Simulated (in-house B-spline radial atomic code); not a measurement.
Values are calculated unless marked as measured or tabulated.
# Zn III (Zn2+) at several levels of theory

Ground configuration [Ar] 3d10. All numbers come from an all-electron radial atomic-structure program (B-spline basis), all electrons, at the radial basis limit. Mean-field, RPA, GW and linear-response runs are scalar-relativistic (one-electron X2C), no spin-orbit coupling, without Breit or QED terms, open shells spin-polarised at highest spin; the many-body runs on Dirac-Hartree-Fock orbitals are four-component, and their energies hold both.

**Ionisation energy.** The reference is 39.723 eV (NIST, measured). It runs between the lowest fine-structure levels, while the runs without spin-orbit coupling give shell averages, so part of their difference is this splitting, and a close match can be a cancellation.

| method | value (eV) | minus reference (eV) |
| --- | --- | --- |
| minus the highest LDA VWN5 level | 31.23 | -8.49 |
| minus the highest PBE level | 30.85 | -8.87 |
| G0W0 on PBE | 39.74 | +0.01 |
| minus the highest r2SCAN level | 31.04 | -8.68 |
| minus the highest PBE0 level | 33.70 | -6.03 |
| G0W0 on PBE0 | 39.89 | +0.17 |
| minus the highest B3LYP (VWN-RPA) level | 33.33 | -6.39 |
| minus the highest CAM-B3LYP level | 35.34 | -4.39 |
| minus the highest LC-wPBE level | 36.19 | -3.53 |
| minus the highest Hartree-Fock level | 41.40 | +1.68 |
| G0W0 on Hartree-Fock | 39.93 | +0.20 |
| Dirac-Fock + self-energy with TDHF screening (3d5/2) | 39.47 | -0.25 |

Task: Which methods come closest, and which lies farthest off?

Result: Closest: G0W0 on PBE (+0.01 eV) and G0W0 on PBE0 (+0.17 eV). Farthest: minus the highest PBE level (-8.87 eV).

**Static dipole polarisability and C6** of two like species, by linear response (no reference value is at hand):

| method | α (bohr³) | C6 (hartree·bohr⁶) |
| --- | --- | --- |
| LDA VWN5 | 2.997 | 8.113 |
| PBE | 3.019 | 8.16 |
| PBE0 | 2.768 | 7.408 |
| B3LYP (VWN-RPA) | 2.843 | 7.626 |
| CAM-B3LYP | 2.839 | 7.613 |
| LC-wPBE | 2.91 | 7.851 |
| TDHF | 2.295 | 5.999 |
| relativistic RPA (four-component TDHF) | 2.296 | 6.002 |

Task: What mean excitation energy do α and C6 imply in London's formula C6 = (3/4) α² ω?

Result: LDA VWN5: ω = 1.204 hartree; relativistic RPA (four-component TDHF): ω = 1.518 hartree. A method that puts the excitations lower gives a larger α and a smaller ω.

Run times on one thread of shared hosts: mean field, RPA, SOSEX and G0W0 on PBE, 3.3 s (Arm Neoverse N1); TDDFT with PBE, 1.1 s (Intel Xeon Platinum 8259CL CPU @ 2.50GHz (Skylake/Cascade Lake)); removal energies by the self-energy, 18 s (Intel Xeon Platinum 8488C).
